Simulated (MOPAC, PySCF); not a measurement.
CH4SSi, SMILES `C=[SiH]S` (C–Si–S–H torsion 1°), neutral singlet in the gas phase. 

Z-matrix (Å, degrees):
```
Si
C 1 1.6940
H 2 1.0825 1 124.04
H 2 1.0840 3 116.40 1 -179.98
H 1 1.4753 2 124.18 3 -179.79
S 1 2.1099 5 108.99 2 179.81
H 6 1.3444 1 93.52 5 179.38
```
Charge 0, multiplicity 1.

All levels are single points at this geometry (PBE0-D3(BJ)/def2-TZVP); Pople sets use spherical d functions. Orbital energies aren't observables, and empty levels follow the basis.

```tsv
level	HOMO (eV)	LUMO (eV)	gap (eV)	dipole (D)	vertical IE, Delta-SCF (eV)
PBE0-D3(BJ)/def2-TZVP in PySCF	-6.29	-0.86	5.43	0.45	8.20
B3LYP/3-21G in PySCF	-6.11	-0.69	5.42	1.15	–
B3LYP/6-311+G** in PySCF	-6.15	-1.09	5.06	0.22	–
B3LYP/LANL2DZ in PySCF	-6.22	-1.03	5.19	0.78	–
M06-2X/6-31G* in PySCF	-7.22	0.25	7.47	0.45	–
SVWN5/6-31G* in PySCF	-5.26	-1.47	3.80	0.64	8.40
HF/3-21G in PySCF	-8.58	2.66	11.24	1.28	–
HF/STO-3G in PySCF	-5.44	7.54	12.98	0.31	–
PM7 in MOPAC	-9.07	-1.32	7.75	2.12	–
```
